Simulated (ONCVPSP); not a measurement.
# As (Z = 33), ONCV: configuration errors across variants

arsenic, optimised norm-conserving Vanderbilt (ONCV), made with ONCVPSP 4.0.1 (LDA (Perdew-Wang 92), fully relativistic). Core [Ar], reference 3d10 4s2 4p3. Waves: 4s: rc 1.40 bohr, ncon 3, nbas 8, qcut 3.9 1/bohr, 2 projectors, debl 0.8 Ha; 4p: rc 1.50 bohr, ncon 4, nbas 8, qcut 5.3 1/bohr, 1 projector; 3d: rc 0.60 bohr, ncon 4, nbas 7, qcut 15.4 1/bohr, 1 projector. Local part: polynomial inside 0.50 bohr (lpopt 5, dvloc0 -1 Ha). Core correction: none.

Open shells are filled in proportion to 2j + 1.

All-electron excitation energies from the reference (eV): (1) 3d10 4s2 4p2 9.323; (2) 3d10 4s2 4p1 27.484; (3) 3d10 4s2 4p0 55.525; (4) 3d10 4s1 4p4 9.480.

1 further variants failed, have other tests or too few solved ones, and are left out.

A true bound ghost makes a file unfit for plane-wave use even where its test errors are small: the radial tests pick states by their node count and pass the ghost by.

Errors AE − PS in meV (a dash: test not solved or not reliable):

| change | (1) | (2) | (3) | (4) | bound ghosts | GHOST(+) flags above zero |
| --- | --- | --- | --- | --- | --- | --- |
| base | +1.5 | +6.9 | +14 | +1.6 | s, p3/2, p1/2 | s |
| s: qcut 2.7; p: qcut 3.6; d: qcut 10.6 | +1.5 | +6.9 | +14 | +4.4 | s, p3/2, p1/2 | none |
| s: qcut 3.6; p: qcut 4.9; d: qcut 14.2 | +1.5 | +6.9 | +14 | +2.3 | s, p3/2, p1/2 | s |
| s: qcut 4.2; p: qcut 5.7; d: qcut 16.7 | +1.5 | +6.9 | +13 | +1.0 | s, p3/2, p1/2 | s |
| s: qcut 4.5; p: qcut 6.2; d: qcut 17.9 | +1.6 | +6.9 | +13 | +0.7 | s, p3/2, p1/2 | s |
| s: qcut 5.1; p: qcut 7; d: qcut 20.3 | +1.6 | +6.8 | +13 | +0.3 | s, p3/2, p1/2 | s |

Task: Give the same row for: s: qcut 3; p: qcut 4; d: qcut 11.7.

Result: +1.5, +6.9, +14, +3.8; bound ghosts: s, p3/2, p1/2; GHOST(+) flags above zero: s.
